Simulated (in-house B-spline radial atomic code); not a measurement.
A run on neutral thulium (an excited or competing configuration) that did not converge. Method: scalar-relativistic (X2C) B97-1, spin-polarised, spherical fractional occupations, exact exchange averaged over the configuration, Fermi nucleus of rms radius 5.2256 fm; computed with an all-electron radial atomic-structure program (B-spline basis).

Command:
```bash
python run_scf.py task.json out
```
Settings (nuclear radius in fm, mass in u):
```
Z                69
configuration    [Xe] 4f13 6s1 6f1
hamiltonian      x2c
method           b97_1
spin_polarised   True
nucleus          fermi
rms_radius       5.2256
atomic_mass      168.93422
speed_of_light   137.035999084
exact_exchange   averaged over the configuration
```

First and last ten iterations of the last attempt (damped for 15 steps, keeping 80 % of the old Fock matrix, then DIIS):
```
 iter        energy (Eh)    residual
    1      -13565.948800    4.93e-01
    2      -13467.400638    9.51e-01
    3      -13559.885139    4.85e-01
    4      -13564.916454    2.29e-01
    5      -13566.487982    8.68e-02
    6      -13566.865512    4.79e-02
    7      -13566.949268    2.95e-02
    8      -13566.976684    2.22e-02
    9      -13566.990233    1.69e-02
   10      -13566.997605    1.30e-02
  111      -13567.007949    1.79e-05
  112      -13567.007949    5.39e-06
  113      -13567.007949    7.09e-06
  114      -13567.007949    1.16e-05
  115      -13567.007949    1.23e-05
  116      -13567.007949    1.35e-05
  117      -13567.007949    6.82e-06
  118      -13567.007949    1.99e-05
  119      -13567.007949    1.18e-05
  120      -13567.007949    7.72e-06
 not converged after 120 iterations
```

The smallest residual met was 2.4e-06; the threshold is about 7e-07. Over the last five steps the energy moves by less than 1e-06 hartree, but the orbitals didn't meet the threshold. Run time, properties included: 11 s on 1 thread of Arm Neoverse V1 (shared host).
